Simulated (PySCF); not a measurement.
CH₂Br₂.
SMILES: `BrCBr`

Computed with PySCF, PBE0-D3(BJ)/def2-SVP geometry optimisation, gas phase.

Take the most abundant isotopes and a rigid rotor. 

(1) Give the principal moments of inertia and the rotational constants in cm⁻¹.

(2) Classify the top.

(3) What does the inertial defect say?

(4) Give the other two planar moments, Paa and Pbb, and the rms extents of the mass along the axes.

(5) Where do the levels up to J = 5 lie, in cm⁻¹?

(6) Which lines would a microwave search look for?

(7) Estimate the classical rotational partition function at 10 K, 100 K and 500 K.

Answers

(1) Ia = 18.85, Ib = 412.86, Ic = 428.42 u·Å²; 505379 MHz·u·Å²/I gives 26811, 1224 and 1180 MHz, that is A = 0.89432, B = 0.04083, C = 0.03935 cm⁻¹.

(2) A near-prolate asymmetric top. Ray's parameter κ = (2B − A − C)/(A − C) = -0.997; −1 is the prolate and +1 the oblate limit.

(3) Not planar: Δ = Ic − Ia − Ib = -3.29 u·Å². For a rigid frame Δ = −2 Σ m c², so Σ m c² = 1.64 u·Å² lies off the ab plane, practically all of it from hydrogen. The atom farthest from that plane is 0.90 Å away.

(4) Paa = Σ m a² = (Ib + Ic − Ia)/2 = 411.21 and Pbb = Σ m b² = (Ia + Ic − Ib)/2 = 17.21 u·Å². With the mass M = 171.85 u, the rms extents √(P/M) along a, b and c are 1.55, 0.32, 0.10 Å.

(5) Above 0(0,0):
J = 1: 1(0,1) 0.0802, 1(1,1) 0.9337, 1(1,0) 0.9351
J = 2: 2(0,2) 0.2405, 2(1,2) 1.0925, 2(1,1) 1.0970, 2(2,1) 3.6575, 2(2,0) 3.6575
J = 3: 3(0,3) 0.4811, 3(1,3) 1.3309, 3(1,2) 1.3398, 3(2,2) 3.8980, 3(2,1) 3.8980, 3(3,1) 8.1691, 3(3,0) 8.1691
J = 4: 4(0,4) 0.8018, 4(1,4) 1.6486, 4(1,3) 1.6634, 4(2,3) 4.2187, 4(2,2) 4.2187, 4(3,2) 8.4899, 4(3,1) 8.4899, 4(4,1) 14.4694, 4(4,0) 14.4694
J = 5: 5(0,5) 1.2026, 5(1,5) 2.0458, 5(1,4) 2.0680, 5(2,4) 4.6196, 5(2,3) 4.6197, 5(3,3) 8.8908, 5(3,2) 8.8908, 5(4,2) 14.8703, 5(4,1) 14.8703, 5(5,1) 22.5584, 5(5,0) 22.5584
The levels of one J sum to (2J + 1)J(J + 1)(A + B + C)/3.

(6) The dipole components are |μa| = 0.00 D, |μb| = 1.48 D, |μc| = 0.00 D; the symmetry axis of this C2v structure is b, so μa and μc vanish by symmetry and there are no a-type or c-type lines. Some lines, for components of 0.1 D or more:

```tsv
type	branch	J(Ka,Kc)	MHz	lower level (cm⁻¹)
b	Q	1(1,0) ← 1(0,1)	25631	0.080
b	Q	2(1,1) ← 2(0,2)	25676	0.241
b	R	1(1,1) ← 0(0,0)	27991	0.000
b	R	2(1,2) ← 1(0,1)	30350	0.080
b	Q	2(2,0) ← 2(1,1)	76761	1.097
b	Q	2(2,1) ← 2(1,2)	76894	1.093
b	R	2(2,1) ← 1(1,0)	81613	0.935
b	R	2(2,0) ← 1(1,1)	81657	0.934
```

(7) Point group C2v, symmetry number σ = 2; q = (√π/σ)·√((kT/h)³/(ABC)), k/h = 20836.6 MHz/K: 428 at 10 K, 13500 at 100 K, 151000 at 500 K.

PBE0-D3(BJ)/def2-SVP frequencies: not computed here. Zero-point vibration and centrifugal distortion are left out. Quadrupole hyperfine structure (79Br) is left out.
